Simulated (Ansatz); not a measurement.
Cost and result for the atomization energy of H$_{7}$NOSi$_{2}$Sn (`[OH][Sn][N]([SiH3])[SiH3]`) (12 atoms, 11 bonds).

Z-matrix (Å, degrees):
```
Si
N 1 1.729
H 1 1.488 2 112.3
H 1 1.492 2 107.5 3 119.3
H 1 1.489 2 112.2 3 -121.5
Sn 2 2.084 1 116.9 3 -117.1
Si 2 1.727 1 119.1 3 65.1
O 6 1.974 2 98.1 1 178.3
H 7 1.488 2 112.4 1 95.4
H 7 1.489 2 110.1 1 -25.4
H 7 1.492 2 110.8 1 -144.6
H 8 0.962 6 118.8 2 -8.2
```

Charge 0, multiplicity 1. Correlated methods include outer-core shells of Sn, which these sets cover unevenly. Sn takes the def2 core potential. The geometry is a stationary point of PBE0-D4/def2-TZVP. It is one conformer, not always the lowest. Program: Ansatz. All runs use 4 threads of an Arm Neoverse V1 on a shared host. Times are those of one run each, without the atoms' runs, and a repeat can differ threefold. Electronic energies, without spin–orbit coupling; frozen cores. CCSD(T)/CBS adds CCSD(T) − MP2 in def2-TZVPP to the MP2 limit, and its time is that of the two runs behind it. T1 = 0.016. With those shells the extrapolation isn't a true limit. HSE06 is the plane-wave form, built on full-range PBE exchange.

CCSD(T)/CBS is a level of theory with its own doubt, some kJ/mol a heavy atom from the limit and from the frozen cores, so smaller differences don't rank the functionals.

```
                           level  functions  wall time
          LDA (SPW92)/def2-TZVPP        294      2.5 s
 PBE-D4/def2-TZVPP (with forces)        294        5 s
             BHLYP-D4/def2-TZVPP        294        7 s
              PBE0-D4/def2-TZVPP        294      8.5 s
             HSE06-D4/def2-TZVPP        294      9.5 s
           r2SCANh-D4/def2-TZVPP        294       13 s
             PBE-QIDH/def2-TZVPP        294       15 s
               B2PLYP/def2-TZVPP        294       16 s
                CCSD(T)/def2-SVP        125       18 s
ωB97M-V/def2-TZVPP (with forces)        294       30 s
                  MP2/def2-QZVPP        546       64 s
              CCSD(T)/def2-TZVPP        294     11 min
               CCSD(T)/CBS(def2)          –     12 min
```

Q: What atomization energy does each give, and how far from CCSD(T)/CBS? (Best estimate.)

A: Computed: 
```csv
level,atomization (kcal/mol),difference from CCSD(T)/CBS,per bond
LDA (SPW92)/def2-TZVPP,1029.4,109.7,10.0
PBE-D4/def2-TZVPP (with forces),913.5,-6.2,-0.6
BHLYP-D4/def2-TZVPP,889.3,-30.4,-2.8
PBE0-D4/def2-TZVPP,896.8,-22.9,-2.1
HSE06-D4/def2-TZVPP,897.1,-22.6,-2.1
r2SCANh-D4/def2-TZVPP,901.1,-18.6,-1.7
PBE-QIDH/def2-TZVPP,893.1,-26.6,-2.4
B2PLYP/def2-TZVPP,899.7,-20.0,-1.8
CCSD(T)/def2-SVP,833.3,-86.4,-7.9
ωB97M-V/def2-TZVPP (with forces),912.8,-6.9,-0.6
MP2/def2-QZVPP,914.0,-5.7,-0.5
CCSD(T)/def2-TZVPP,887.0,-32.7,-3.0
CCSD(T)/CBS(def2),919.7,0.0,0.0
```

The D4 term adds +14.5 kcal/mol with B3LYP and +7.6 kcal/mol with PBE0; it sums over pairs of atoms, weighted by their polarisabilities, and B3LYP, whose exchange is more repulsive, gets the larger term. Leaving LDA and LC-ωPBE aside and taking each functional with its dispersion term where it has one, the values, not all of them listed here, spread over 30.2 kcal/mol, from BHLYP-D4 to ωB97X-V. LDA lies +124.8 kcal/mol from PBE without D4, its usual overbinding. From r2SCAN to r2SCAN0 (25 % exact exchange), in def2-TZVPP and without D4, the atomization energy moves by −17.4 kcal/mol: exact exchange takes away binding that semilocal exchange gives to molecules.

B3LYP here is the variant with VWN-RPA as its local correlation; programs differ in this.

Spin–orbit coupling would lower the free Sn atoms strongly, and the atomization energy with them, by more than many differences here. For some Ge, Se and Sn compounds the MP2-based and the directly extrapolated limit differ by 10 to 25 kJ/mol.
